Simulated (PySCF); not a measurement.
Vertical excitations of a molecule C5H5Cl from PySCF with TDDFT-PBE/def2-SVPD, as energy in eV (oscillator strength): 4.71 (0.045), 5.52 (0.000), 5.61 (0.001), 5.67 (0.054), 5.98 (0.002), 6.51 (0.002), 6.59 (0.016), 6.75 (0.221), 7.03 (0.000), 7.16 (0.000). Lowest triplet (TDA): 3.07 eV. Coordinates come from a PBE0-D3(BJ)/def2-SVP optimisation. Other conformers were not sampled.

Task: Pick the molecule that these values belong to.
(A) C=C=CC(=C)Cl
(B) ClC1=CCC=C1
(C) C=C(Cl)C#CC
(D) C=CC=C=CCl

Result: B, ClC1=CCC=C1
